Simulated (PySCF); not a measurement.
One molecule, one basis, several functionals.

Species: C5H4F2.
InChI=1S/C5H4F2/c1-2-3-4-5(6)7/h4-5H,1H2

Torsions of this conformer, `[CH2:1]=[C:2]=[C:3]=[CH:4][CH:5]([F:6])[F:7]`: C3–C4–C5–F6 123°.

PySCF, def2-SVPD basis, density fitting, gas phase, PBE0-D3(BJ)/def2-SVP geometry; singlet excitations by full TDDFT with frozen cores, triplets by Tamm–Dancoff TDDFT and ionisation energies by ΔSCF, from the lowest of the holes tried. One functional is left out:

```csv
functional,exact exchange (%),HOMO energy (eV),LUMO energy (eV),lowest singlet excitation (eV),lowest triplet excitation (eV),dipole moment (D),mean polarisability (au),vertical ionisation energy (eV)
LDA,0,-6.81,-3.30,3.78,2.96,2.795,76.1,9.83
PBE,0,-6.60,-3.05,3.84,2.77,2.684,75.8,9.53
B3LYP,20,-7.41,-2.41,3.98,2.74,2.898,74.5,9.61
BHandHLYP,50,-8.49,-1.22,4.14,2.62,3.105,73.1,9.45
```

Question: Predict the row of PBE0 (25 % exact exchange) by straight lines through the other rows, and check it.

Answer: 
```tsv
property	line	computed	computed − line	B3LYP (20 %), for comparison
HOMO energy (eV)	-7.60	-7.62	-0.02	-7.41
LUMO energy (eV)	-2.20	-2.23	-0.03	-2.41
lowest singlet excitation (eV)	3.98	4.01	+0.03	3.98
lowest triplet excitation (eV)	2.74	2.66	-0.08	2.74
dipole moment (D)	2.925	2.887	-0.038	2.898
mean polarisability (au)	74.4	73.6	-0.8	74.5
vertical ionisation energy (eV)	9.57	9.59	+0.02	9.61
```
